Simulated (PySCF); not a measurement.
A GIAO shielding run with PySCF (density fitting, non-relativistic, gas phase) on SMILES C[SiH2][Si@@H]([SiH2]C#C)[SiH2]C=O, C₄H₁₂OSi₄:

```
$ OMP_NUM_THREADS=1 python probes_run.py task.json out

{"job": {"kind": "nmr", "xc": "PBE0", "basis": "pcSseg-1"}, "charge": 0, "multiplicity": 1}
C     -3.560814    -1.126351     1.396563
C     -2.645533    -0.346486     1.409637
Si    -1.211395     0.826181     1.376241
Si    -0.112001     0.571310    -0.678070
Si     1.080719    -1.434991    -0.805791
C     -0.113754    -2.879529    -0.493436
Si     1.158893     2.444581    -1.194560
C      2.343715     2.368124     0.305272
O      2.172368     1.532509     1.164006
H     -4.364929    -1.805744     1.394674
H     -0.391630     0.478918     2.539446
H     -1.790686     2.160882     1.602864
H     -1.171789     0.541726    -1.724571
H      1.717001    -1.649159    -2.117978
H      2.159775    -1.509089     0.184533
H      0.401113    -3.836012    -0.487468
H     -0.619148    -2.769056     0.462301
H     -0.880539    -2.924875    -1.261370
H      0.579556     3.794178    -1.118159
H      2.047219     2.506739    -2.362664
H      3.192938     3.073086     0.408058
```

Hardware: 1 thread of an Arm Neoverse V2, shared host. The job also computes population analyses, field gradients.

Task: How large is the calculation?

Result: 100 electrons, 241 basis functions and 1345 auxiliary functions.

Task: How long does it take, and how much memory does it need?

Result: 60 s of wall time, with 14 SCF cycles and 5 response iterations; peak memory 1.1 GiB. Times on a shared host scatter by some tens of per cent.
